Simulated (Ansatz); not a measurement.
System: C2H8ClSi2, net charge 0, doublet state. It need not be the lowest isomer of its formula. 
Coordinates optimised at B3LYP-D3(BJ)/def2-TZVP (Ansatz, an electronic-structure program):
SMILES: [CH2][SiH](C)[SiH2]Cl
```xyz
13

C     -1.8581     1.4813     0.1570
Si    -0.7728     0.3605     1.1229
C     -1.4425    -1.3921     1.2024
Si     1.3222     0.2931     0.0482
Cl     1.0295    -0.5963    -1.8170
H     -2.4007     1.1445    -0.7195
H     -1.9270     2.5455     0.3510
H     -0.5529     0.9159     2.4850
H     -1.5464    -1.8025     0.1964
H     -0.7692    -2.0420     1.7640
H     -2.4210    -1.4125     1.6850
H      1.9024     1.6345    -0.1906
H      2.3258    -0.5316     0.7647
```
Charge 0, spin multiplicity 2.

Property: atomisation energy (electronic, to ground-state atoms); the coupled-cluster value holds the core correlation from cc-pwCVTZ, in kcal/mol. Cores are frozen in the correlated levels unless marked. UHF or UKS for open shells. No spin-orbit coupling. No relativistic terms. CBS marks a two-point X^-3 extrapolation of the correlation energy; Hartree-Fock from the larger set.

Level to compare with: CCSD(T)/CBS(cc-pV(T+d)Z,cc-pV(Q+d)Z) plus the core term (Ansatz), 1054.9 kcal/mol. It is a level with limits of its own, and the differences hold the functionals' basis error too.

Question: Rank these functionals by how close they come to CCSD(T)/CBS(cc-pV(T+d)Z,cc-pV(Q+d)Z), closest first: wB97X-V/def2-TZVPD (Ansatz); B3LYP/def2-TZVPD (Ansatz); B97M-V/def2-TZVPD (Ansatz).

Answer: wB97X-V/def2-TZVPD (range-separated hybrid with VV10, 1056.7 kcal/mol, difference 1.8), B97M-V/def2-TZVPD (meta-GGA with VV10, 1057.8 kcal/mol, difference 2.9), B3LYP/def2-TZVPD (global hybrid, 1037.6 kcal/mol, difference -17.3)
